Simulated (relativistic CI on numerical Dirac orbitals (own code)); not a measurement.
# V⁺ in a cubic cluster: 3s photoemission with charge transfer

Computed with a charge-transfer multiplet model of a cubic metal-ligand cluster with up to 2 ligand holes, Slater and spin-orbit integrals from Dirac-Coulomb-Breit ions, Slater integrals scaled by 0.8. The ground state mixes d4 with configurations of k ligand holes L, whose averages lie at kΔ + k(k − 1)U_dd/2; a core hole lowers each added d electron by U_cd. 20 K, Lorentzian 1.4 eV and Gaussian 0.8 eV FWHM.

Atomic integrals in eV (Slater integrals scaled, ζ unscaled), ground: F2dd 6.042, F4dd 3.713, zeta_d 0.015; with the core hole: F2dd 7.317, F4dd 4.554, zeta_d 0.021, G2cd 7.741.

Cluster parameters (eV): U_dd = 5, U_cd = 6.3, 10Dq = 0.9, 10Dq(ligand) = 0.6, V(eg) = 1.5, V(t2g) = -0.73, final-state hopping factor = 1.

Weights, n_d and S are thermal averages at 20 K. Binding energies count from the first peak over 30 % of the highest in each spectrum, which can be another peak from case to case. The parameters are a model scan and need not match a compound or its usual spin state. Peaks in eV (height, largest 100): 0.0 (100), 3.1 (50), 8.2 (75), 13.2 (16).

Question: Which parameters give this spectrum?
A. Δ = 10.9 eV
B. Δ = 7.9 eV
C. Δ = 5.9 eV

Answer: B. Δ = 7.9 eV; the ground state then has 4.11 d electrons and S = 2.00. The choice follows from running the model for each set and comparing peak positions and heights. Without intra-shell correlation the exchange splitting of the 3s hole comes out too large.
